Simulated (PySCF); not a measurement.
The same groups moved round the core (benzothiophene methyl+silyl). Isolated molecules, 0 K electronic values unless said otherwise. Strings in code marks are SMILES.

The four lowest singlet excitations (Tamm–Dancoff). Level of theory: PySCF 2.14.0 with M06-2X/def2-TZVP // B3LYP-D3(BJ)/def2-SVP. Excitations are Tamm–Dancoff values on a coarser integration grid. The basis has no diffuse functions, so Rydberg states are missing or too high.

| state | energy (eV) | wavelength (nm) | oscillator strength |
|---|---|---|---|
| S1 | 4.81 | 258 | 0.017 |
| S2 | 5.02 | 247 | 0.164 |
| S3 | 5.50 | 225 | 0.000 |
| S4 | 5.87 | 211 | 0.425 |

### Question
Say which member gives these states.
A. `Cc1cc([SiH3])c2ccsc2c1`
B. `Cc1cc2cccc([SiH3])c2s1`
C. `Cc1cc([SiH3])cc2ccsc12`

### Answer
A, `Cc1cc([SiH3])c2ccsc2c1`
